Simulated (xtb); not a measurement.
2-methoxybut-1-en-3-yne (C₅H₆O), SMILES C#CC(=C)OC. All values are semi-empirical tight-binding results from xtb (GFN2-xTB unless named), good for trends rather than for accurate numbers. Geometry: GFN2-xTB. One conformer was computed; it need not be the lowest.

Optimised geometry:

Bond lengths (Å): C1–C2 1.201, C1–H7 1.049, C2–C3 1.422, C3–C4 1.335, C3–O5 1.368, C4–H8 1.073, C4–H9 1.074, O5–C6 1.406, C6–H10 1.089, C6–H11 1.095, C6–H12 1.095. Bond angles (°): C2–C1–H7 178.2, C1–C2–C3 178.7, C2–C3–C4 120.7, C2–C3–O5 119.3, C4–C3–O5 120.0, C3–C4–H8 120.8, C3–C4–H9 120.6, H8–C4–H9 118.6, C3–O5–C6 117.3, O5–C6–H10 105.8, O5–C6–H11 111.6, O5–C6–H12 111.6, H10–C6–H11 109.5, H10–C6–H12 109.5, H11–C6–H12 108.8.
Charge 0, spin multiplicity 1.

The point group as xtb finds it is Cs. The orbital gap is 3.87 eV and the dipole moment comes out as 1.67 D. The zero-point energy is 57.1 kcal/mol. The G − E(el) at 298.15 K (modified RRHO) is 37.8 kcal/mol. The static polarisability (D4 model) comes out as 62.2 bohr³ and the solvation energy, GFN2-xTB/ALPB(water) comes out as -1.7 kcal/mol. The solvation energy, GFN2-xTB/ALPB(acetonitrile) comes out as -5.4 kcal/mol.

Computed IR lines (harmonic; lines under 4 % of the strongest left out, lines within 3 cm⁻¹ merged):
ν (cm⁻¹): 662 (w), 792 (w), 827 (m), 1094 (m), 1155 (w), 1272 (vs), 1481 (w), 1651 (m), 2931 (m), 2949 (m), 3029 (w), 3177 (w) (against the strongest line: vs over 80 %, s over 45 %, m over 15 %, w over 4 %, vw less)

Computed atomic charges and the Wiberg bond orders between heavy atoms:
charges (e) C1 -0.09, C2 -0.03, C3 0.17, C4 -0.13, O5 -0.27, C6 0.04, H7 0.08, H8 0.05, H9 0.05, H10 0.06, H11 0.04, H12 0.04. Bond orders C1–C2 2.84, C2–C3 1.09, C3–C4 1.76, C3–O5 1.04, O5–C6 0.99.
